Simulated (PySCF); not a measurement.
# Ru⁴³⁺: ionisation energy

Ru⁴³⁺ 1s1 (2S) → Ru⁴⁴⁺ (bare nucleus), as a difference of total energies. Calculation: PySCF 2.14, in an uncontracted even-tempered set (15 s from 76 bohr⁻², ratio 2.2; 7 p from 110 bohr⁻², ratio 2.4; 4 d from 340 bohr⁻², ratio 2.4; 3 f from 520 bohr⁻², ratio 2.4; 3 g from 770 bohr⁻², ratio 2.4); the non-relativistic Hamiltonian (point nucleus). The calculations carry no spin-orbit coupling.

```csv
method,ionisation energy (eV),difference from reference (eV)
UHF,26340.6,-693.0
LDA,26289.4,-744.2
PBE,26332.9,-700.7
PBE0,26334.9,-698.7
r2SCAN,26340.6,-693.0
r2SCANh,26340.6,-693.0
BLYP,26337.3,-696.3
```

Reference: 27033.6 eV (theoretical estimate listed by NIST; NIST Atomic Spectra Database, ionization energies).

The gap to the reference is mostly relativistic.
